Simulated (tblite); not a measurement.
Species: C2H11FS2Si3.
Atom-mapped SMILES: `[CH3:1][S:2][CH2:3][Si@H:4]([SiH2:5][F:6])[S:7][SiH3:8]` (hydrogens: H9, H10, H11 on C1; H12, H13 on C3; H14 on Si4; H15, H16 on Si5; H17, H18, H19 on Si8)

Structure optimised with GFN2-xTB, isolated species.

Question: What internal coordinates does the optimisation give?

Answer: 
```json
{"bond": "C1–S2", "length (Å)": "1.817"}
{"bond": "S2–C3", "length (Å)": "1.815"}
{"bond": "C3–Si4", "length (Å)": "1.900"}
{"bond": "Si4–Si5", "length (Å)": "2.315"}
{"bond": "Si5–F6", "length (Å)": "1.618"}
{"bond": "Si4–S7", "length (Å)": "2.165"}
{"bond": "S7–Si8", "length (Å)": "2.150"}
{"bond": "C1–H9, C1–H10, C1–H11", "length (Å)": "1.086"}
{"bond": "C3–H12", "length (Å)": "1.088"}
{"bond": "C3–H13", "length (Å)": "1.089"}
{"bond": "Si4–H14", "length (Å)": "1.471"}
{"bond": "Si5–H15", "length (Å)": "1.455"}
{"bond": "Si5–H16", "length (Å)": "1.462"}
{"bond": "Si8–H17, Si8–H18, Si8–H19", "length (Å)": "1.455"}
```

Bonds in one row agree within 0.01 Å and their mean is given. A selection of angles:
```json
{"angle": "S2–C1–H9", "degrees": "109.3"}
{"angle": "S2–C1–H11", "degrees": "107.0"}
{"angle": "H9–C1–H10", "degrees": "110.7"}
{"angle": "H9–C1–H11", "degrees": "110.1"}
{"angle": "C1–S2–C3", "degrees": "99.2"}
{"angle": "S2–C3–Si4", "degrees": "108.9"}
{"angle": "S2–C3–H12", "degrees": "108.2"}
{"angle": "S2–C3–H13", "degrees": "108.0"}
{"angle": "Si4–C3–H12", "degrees": "111.2"}
{"angle": "Si4–C3–H13", "degrees": "112.0"}
{"angle": "H12–C3–H13", "degrees": "108.4"}
{"angle": "C3–Si4–Si5", "degrees": "111.9"}
{"angle": "C3–Si4–S7", "degrees": "101.9"}
{"angle": "C3–Si4–H14", "degrees": "107.2"}
{"angle": "Si5–Si4–S7", "degrees": "114.5"}
{"angle": "Si5–Si4–H14", "degrees": "115.0"}
{"angle": "S7–Si4–H14", "degrees": "105.3"}
{"angle": "Si4–Si5–F6", "degrees": "105.4"}
{"angle": "Si4–Si5–H15", "degrees": "115.6"}
{"angle": "Si4–Si5–H16", "degrees": "117.1"}
{"angle": "F6–Si5–H15", "degrees": "103.6"}
{"angle": "F6–Si5–H16", "degrees": "102.3"}
{"angle": "H15–Si5–H16", "degrees": "110.7"}
{"angle": "Si4–S7–Si8", "degrees": "103.4"}
{"angle": "S7–Si8–H17", "degrees": "107.6"}
{"angle": "S7–Si8–H19", "degrees": "102.9"}
{"angle": "H17–Si8–H18", "degrees": "111.8"}
{"angle": "H17–Si8–H19", "degrees": "113.1"}
```

Torsions: C1–S2–C3–Si4 180° (antiperiplanar); S2–C3–Si4–Si5 -63° (synclinal); C3–Si4–Si5–F6 179° (antiperiplanar); C3–Si4–S7–Si8 177° (antiperiplanar).

Si5 (fluorine-bound silicon) is distorted tetrahedral (angles from 102.3° to 117.1°). Si8 (SiH3 silicon) is distorted tetrahedral (angles from 102.9° to 113.1°). S7 (sulfur bonded to 2 Si) is bent (angle 103.4°). Si4 (SiH silicon) is distorted tetrahedral (angles from 101.9° to 115.0°). Of the pairs four or more bonds apart, F6···Si8 is among the closest relative to their van der Waals radii: 3.60 Å, 101 % of the sum of Bondi's values. S2 (sulfide sulfur) is bent (angle 99.2°).

Point group: C1 (no symmetry element, even within 0.4 Å). Its GFN2-xTB frequencies are all real (lowest 23 cm⁻¹). One conformer, not necessarily the lowest. 3 starts were optimised and ended at 0.00, 0.02 and 1.80 kcal/mol (GFN2-xTB); the lowest of these is shown.

The run took 4.7 s on one thread of an Arm Neoverse N1, no GPU, shared host with 64 logical CPUs at a one-minute load of 54. These figures are those of the optimisation.

These are computed values.
